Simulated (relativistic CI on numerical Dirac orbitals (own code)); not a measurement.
**Fe⁵⁺ in a cubic cluster: 1s photoemission with charge transfer**

Computed with a charge-transfer multiplet model of a cubic metal-ligand cluster with up to 2 ligand holes, Slater and spin-orbit integrals from Dirac-Coulomb-Breit ions, Slater integrals scaled by 0.8. The ground state mixes d3 with configurations of k ligand holes L, whose averages lie at kΔ + k(k − 1)U_dd/2; a core hole lowers each added d electron by U_cd. 300 K, Lorentzian 1.1 eV and Gaussian 0.6 eV FWHM.

Atomic integrals in eV (Slater integrals scaled, ζ unscaled), ground: F2dd 11.105, F4dd 7.012, zeta_d 0.071; with the core hole: F2dd 12.338, F4dd 7.813, zeta_d 0.100, G2cd 0.075.

Cluster parameters (eV): U_dd = 5.8, U_cd = 7.5, 10Dq = 2.15, 10Dq(ligand) = 0.4, V(eg) = 2.9, V(t2g) = -1.28, final-state hopping factor = 0.8.

```csv
Case,n_d,d3,d4L,d5L2,S
Δ = -2.7 eV,4.07,0.18,0.57,0.25,1.50
Δ = -0.7 eV,3.91,0.26,0.56,0.17,1.50
Δ = 2.3 eV,3.66,0.43,0.48,0.09,1.50
```

Weights, n_d and S are thermal averages at 300 K. Binding energies count from the first peak over 30 % of the highest in each spectrum, which can be another peak from case to case. The parameters are a model scan and need not match a compound or its usual spin state. Peaks in eV (height, largest 100):
- Δ = -2.7 eV: 0.0 (100), 3.0 (24), 4.4 (13), 12.2 (10), 14.2 (7)
- Δ = -0.7 eV: 0.0 (100), 3.1 (18), 4.6 (11), 10.0 (6), 11.9 (8), 13.5 (8)
- Δ = 2.3 eV: 0.0 (100), 3.6 (10), 5.1 (10), 10.7 (11)

For the case Δ = -0.7 eV, Δ = -0.7 eV is smaller than U_dd = 5.8 eV, the charge-transfer side of the Zaanen-Sawatzky-Allen scheme (negative Δ: between configuration averages a ligand hole costs less than the nominal valence; multiplet and field energies can change this for the lowest states). With the core hole the configuration with one ligand hole lies at Δ − U_cd = -10.2, -8.2, -5.2 eV from the one without, in the order of the table; where this is negative the screened configuration lies lower, though the effective hopping of about 4.5 eV (from the holes of the mixed ground state) mixes the two strongly wherever it is as large as the gap.

With at most 2 ligand holes the space is cut while the next configuration still counts, so covalency is underestimated, and a final configuration with one more ligand hole, which can lie low, is missing from the spectra.
